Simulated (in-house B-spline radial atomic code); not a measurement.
# B97-1 excitations of neutral beryllium

Method: B97-1. Computed with an all-electron radial atomic-structure program (B-spline basis): linear response of the closed shell [He] 2s2 with the functional's adiabatic kernel; scalar-relativistic (spin-free one-electron X2C), finite nucleus, no spin-orbit coupling, no double excitations, S, P, D and F terms only.

Command:
```bash
python run_td.py task.json out
```
Settings (radii: box in bohr, nucleus in fm):
```
Z                        4
electrons                4
configuration            [He] 2s2
hamiltonian              x2c
method                   b97_1
box_radius               75
rms_radius               2.519
intervals                79
```

Cost of the run: 0.2 s on 1 thread of AMD EPYC 9R45 96-Core Processor (Zen 5), on a shared host.

The lowest states, in the order of their Tamm-Dancoff energies; the method's threshold (minus the highest occupied level) is 6.297 eV. Labels give the largest channel, * marks a mixed state, and oscillator strengths are full-response dipole values. Measured ¹D terms are left out, since they can mix with doubly excited terms. Semilocal kernels can invert the small singlet-triplet splittings of Rydberg terms. Energies in eV:

```json
{"state": "2s → 2p 3P", "full response": "?", "Tamm-Dancoff": "?", "oscillator strength": "-", "measured (J-weighted term)": "?"}
{"state": "2s → 2p 1P", "full response": "4.919", "Tamm-Dancoff": "5.181", "oscillator strength": "1.34", "measured (J-weighted term)": "5.277"}
{"state": "2s → 3s 3S", "full response": "?", "Tamm-Dancoff": "?", "oscillator strength": "-", "measured (J-weighted term)": "?"}
{"state": "2s → 3s 1S", "full response": "5.914", "Tamm-Dancoff": "5.921", "oscillator strength": "-", "measured (J-weighted term)": "6.779"}
{"state": "2s → 3p 3P", "full response": "6.011", "Tamm-Dancoff": "6.021", "oscillator strength": "-", "measured (J-weighted term)": "-"}
```

Where does 2s → 3s 3S lie?

At 5.563 eV in full response, 5.579 eV in Tamm-Dancoff; measured 6.457 eV.

Where does 2s → 2p 3P lie?

At 2.413 eV in full response, 2.666 eV in Tamm-Dancoff; measured 2.725 eV.

How large is the singlet-triplet splitting of 2s → 2p (P terms) in Tamm-Dancoff?

2.52 eV, from the unrounded values.

What polarisabilities and dispersion coefficient does the method give?

Dipole 42.84 bohr³, quadrupole 341.5 bohr⁵, C6 256.5 hartree·bohr⁶ for two such species. Recommended dipole value: 37.74 ± 0.03 bohr³ (Schwerdtfeger and Nagle, table of static dipole polarizabilities (2023 update)), which includes relativity and correlation.
